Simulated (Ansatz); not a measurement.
`[F][GaH][F]` → 2 F• + Ga• + H•  (atomization)

Calculated with Ansatz (gas phase, PBE0-D4/def2-TZVP geometries, no zero-point term in ΔE). CCSD(T)/CBS adds triple-zeta CCSD(T) − MP2 to the extrapolated MP2 energy (def2 sets, frozen cores). This one scheme is used for every species, atoms too. DFT in def2-TZVPP. No spin–orbit coupling; open shells (•) take unrestricted orbitals. Spin–orbit coupling would lower the free atoms: a little for F; clearly for Ga. Bonds to Ga are less sure, by a few kJ/mol each and by 10 to 20 or more in all where they break to atoms, as the def2 sets lack core-valence functions. Scalar relativity is left out up to krypton.

`[F][GaH][F]`:

```xyz
4

F     1.610   -0.390    0.309
Ga   -0.044   -0.024   -0.090
F    -0.861    0.794    1.211
H    -0.704   -0.380   -1.430
```

Task: What is ΔE at CCSD(T)/CBS? (An estimate is asked.)

Result: Computed: +1254.0 kJ/mol.

Task: What do these levels give: r2SCAN, CAM-B3LYP, CCSD(T)/def2-SVP, HF/def2-TZVPP, CCSD(T)/def2-TZVPP, HF/CBS(def2)? (An estimate is asked.)

Result: Computed: r2SCAN 1248.5, CAM-B3LYP 1239.1, CCSD(T)/def2-SVP 1177.1, HF/def2-TZVPP 883.7, CCSD(T)/def2-TZVPP 1230.4, HF/CBS(def2) 891.4 kJ/mol.

Largest T1 diagnostic among the species: 0.015.

From BLYP to BHLYP (50 % exact exchange), in def2-TZVPP and without D4, ΔE moves by −63.6 kJ/mol: exact exchange takes away binding that semilocal exchange gives to molecules. Leaving LDA and LC-ωPBE aside and taking each functional with its dispersion term where it has one, the values, not all of them listed here, spread over 93.6 kJ/mol, from BHLYP-D4 to PBE-D4. LDA lies +196.3 kJ/mol from PBE without D4, its usual overbinding. In def2-TZVPP, CCSD(T) changes the Hartree–Fock value by +346.6 kJ/mol (the triples alone add +22.5 kJ/mol) and MP2 by +408.3 kJ/mol; breaking electron pairs costs correlation energy, which Hartree–Fock lacks.

For atomizations the MP2-based limit and the directly extrapolated one differ by several kJ/mol either way, and by 10 to 25 for some Ge, Se and Sn compounds, so smaller differences from it don't rank the levels.
